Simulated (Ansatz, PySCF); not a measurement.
Spin gap between two states, R1 and P1; the higher of the two is an excited state, each structure at its B3LYP-D3(BJ)/def2-TZVP stationary point, reached from a drawn start (curvature not checked).
P1, N2 (SMILES N#N) (charge 0, multiplicity 3):
```xyz
2

N     -0.3162    -0.3472    -0.4292
N      0.3162     0.3472     0.4292
```
R1, N2 (SMILES N#N) (charge 0, multiplicity 1):
```xyz
2

N     -0.271    -0.298    -0.368
N      0.271     0.298     0.368
```

| level | spin gap (kcal/mol) |
|---|---|
| HF/cc-pVDZ | 122.73 |
| HF/cc-pV(Q+d)Z | 124.01 |
| HF/cc-pVQZ | 124.01 |
| PBE/def2-TZVPP | 149.91 |
| BLYP-D4/def2-TZVPP | 149.14 |
| B97M-V/def2-TZVPP | 151.05 |
| PBE0-D3(BJ)/def2-TZVPP | 147.80 |
| CAM-B3LYP-D3(BJ)/def2-TZVPP | 150.36 |
| wB97M-V/def2-TZVPP | 156.54 |
| MP2/cc-pVTZ | 180.57 |
| SCS-MP2/cc-pVTZ | 178.02 |
| CCSD/cc-pV(D+d)Z | 145.49 |
| CCSD(T)/cc-pV(T+d)Z | 150.61 |
| CCSD(T)/cc-pVQZ | 152.44 |

P less R. No zero-point or thermal terms; singlets are restricted closed shells; open shells are unrestricted.

Cores are frozen in the correlated methods.

Doubts at one or more of the structures used: a spin-contaminated determinant (HF/cc-pVDZ, HF/cc-pV(Q+d)Z, HF/cc-pVQZ, MP2/cc-pVTZ, SCS-MP2/cc-pVTZ, CCSD/cc-pV(D+d)Z, CCSD(T)/cc-pV(T+d)Z, CCSD(T)/cc-pVQZ); T1 above 0.05 (CCSD/cc-pV(D+d)Z, CCSD(T)/cc-pV(T+d)Z, CCSD(T)/cc-pVQZ); a doubt about the state reached (CCSD/cc-pV(D+d)Z, CCSD(T)/cc-pV(T+d)Z, CCSD(T)/cc-pVQZ).

The values were computed with Ansatz (Gaussian orbitals); PySCF for the D3/D4 terms. No computed number here is a measurement.

Ansatz is a program for electronic structure.
